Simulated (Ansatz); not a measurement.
The lowest singlet and triplet of C6H6 (SMILES C=C1C=CC=C1); geometries from B3LYP-D3(BJ)/def2-TZVP, each state relaxed from the structure named, with no frequency check.
Singlet (charge 0, multiplicity 1):
| atom | x (Å) | y (Å) | z (Å) |
|---|---|---|---|
| C | 2.0625 | -0.0513 | 0.3675 |
| C | 0.7463 | -0.0186 | 0.1330 |
| C | -0.1560 | -1.1718 | -0.0023 |
| C | -1.3984 | -0.7013 | -0.2332 |
| C | -1.3573 | 0.7699 | -0.2578 |
| C | -0.0905 | 1.1780 | -0.0416 |
| H | 2.6436 | 0.8585 | 0.4510 |
| H | 2.5921 | -0.9888 | 0.4819 |
| H | 0.1545 | -2.2022 | 0.0752 |
| H | -2.2914 | -1.2910 | -0.3790 |
| H | -2.2162 | 1.4032 | -0.4241 |
| H | 0.2770 | 2.1914 | 0.0016 |
Triplet (charge 0, multiplicity 3):
```xyz
12

C      2.130    -0.053     0.379
C      0.763    -0.019     0.136
C     -0.123    -1.130     0.003
C     -1.473    -0.643    -0.248
C     -1.436     0.715    -0.271
C     -0.060     1.135    -0.035
H      2.705     0.858     0.462
H      2.653    -0.991     0.493
H      0.164    -2.169     0.076
H     -2.342    -1.267    -0.388
H     -2.268     1.382    -0.433
H      0.285     2.158     0.004
```

| level | gap E(singlet) − E(triplet), adiabatic (kJ/mol) | cost |
|---|---|---|
| R-HF/cc-pVDZ | -51.8 | - |
| U-SVWN5/def2-TZVPP | -175.0 | ×0.7 |
| R-PBE/def2-TZVPP | -152.0 | ×1 |
| U-PBE/def2-TZVPP | -152.0 | ×1 |
| R-r2SCAN/def2-TZVPP | -125.1 | ×1 |
| R-B3LYP/def2-TZVPP | -149.0 | ×1 |
| R-PBE0/def2-TZVPP | -139.0 | ×0.9 |
| R-BHLYP/def2-TZVPP | -130.8 | ×1 |
| U-wB97X-V/def2-TZVPP | -150.3 | ×3 |
| U-wB97M-V/def2-TZVPP | -159.9 | ×3 |
| R-B2PLYP/def2-TZVPP | -162.1 | ×2 |
| R-MP2/cc-pVDZ | -200.2 | - |
| R-SCS-MP2/cc-pVDZ | -201.9 | - |
| U-SCS-MP2/cc-pVDZ (spin-contaminated) | -132.7 | - |
| R-CCSD/cc-pVDZ | -151.4 | - |
| U-CCSD/cc-pVDZ (spin-contaminated) | -146.9 | - |
| U-CCSD(T)/cc-pVDZ (spin-contaminated) | -159.5 | ×4 |
| SA-CASSCF(6,6)/cc-pVDZ | -164.7 | - |
| SC-NEVPT2 on SA-CASSCF(6,6)/cc-pVDZ | -167.6 | - |
| FIC-MRCISD+Q on SA-CASSCF(6,6)/cc-pVDZ | -164.5 | - |

The rows run from -201.9 (R-SCS-MP2/cc-pVDZ) to -51.8 kJ/mol (R-HF/cc-pVDZ). The 6 R-functionals in def2-TZVPP without D3 or D4 span 37.1, from R-B2PLYP to R-r2SCAN.

A positive gap puts the triplet lower; no zero-point energy. R- takes a restricted singlet. U- takes an unrestricted singlet (broken symmetry where lower, unprojected). The triplet is unrestricted in single-reference levels. Active spaces average the two states.

Frozen-core correlation.

Doubts at one or more of the structures used: a restricted determinant that unrestricted orbitals would lower (R-HF/cc-pVDZ, R-MP2/cc-pVDZ, R-SCS-MP2/cc-pVDZ, R-CCSD/cc-pVDZ); a spin-contaminated determinant (R-HF/cc-pVDZ, R-MP2/cc-pVDZ, R-SCS-MP2/cc-pVDZ, R-CCSD/cc-pVDZ).

Run with Ansatz (Gaussian orbitals). Values without a source in brackets are computed.

Costs are rough ratios of core time to R-PBE/def2-TZVPP (about 30 s over the structures, on one shared machine); a dash marks a level with no comparable run of its own.

Ansatz is an electronic-structure program.
